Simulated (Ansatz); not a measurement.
Basis sets compared for WS2(OH)2 (WS2O2H2). The state is a singlet with charge 0. Geometry r2SCAN-D4/def2-SVP. Ansatz on 4 threads of Arm Neoverse V2 on a shared host; times are rough, and most runs start from earlier orbitals.

```xyz
7

W    -0.284   -0.063   -0.070
S    -1.500   -1.532    0.909
S    -1.415    0.886   -1.623
O     1.211   -0.928   -0.812
H     1.555   -0.766   -1.702
O     0.242    1.251    1.168
H     0.192    1.152    2.130
```

In the def2 sets W takes a core potential; there is no spin–orbit coupling.

```csv
level,functions,energy (Eh),HOMO (eV),LUMO (eV),wall time
PBE-D4/def2-SVP,106,-1014.5225,-6.07,-3.25,1.1 s
PBE-D4/def2-TZVP,188,-1015.0011,-6.12,-3.35,1.9 s
r2SCAN-D4/def2-TZVP,188,-1015.3550,-6.40,-3.34,5 s
PBE0-D4/def2-SVP,106,-1014.5041,-7.23,-2.67,1.6 s
PBE0-D4/def2-TZVP (with forces),188,-1014.9835,-7.23,-2.70,4.1 s
```

Question: Estimate the rows for PBE-D4/def2-TZVPD, r2SCAN-D4/def2-TZVPD, PBE0-D4/def2-TZVPD.

Answer: 
```csv
level,functions,energy (Eh),HOMO (eV),LUMO (eV),wall time
PBE-D4/def2-TZVPD,233,-1015.0049,-6.17,-3.42,3.1 s
r2SCAN-D4/def2-TZVPD,233,-1015.3579,-6.42,-3.38,7.5 s
PBE0-D4/def2-TZVPD,233,-1014.9868,-7.26,-2.76,4.6 s
```
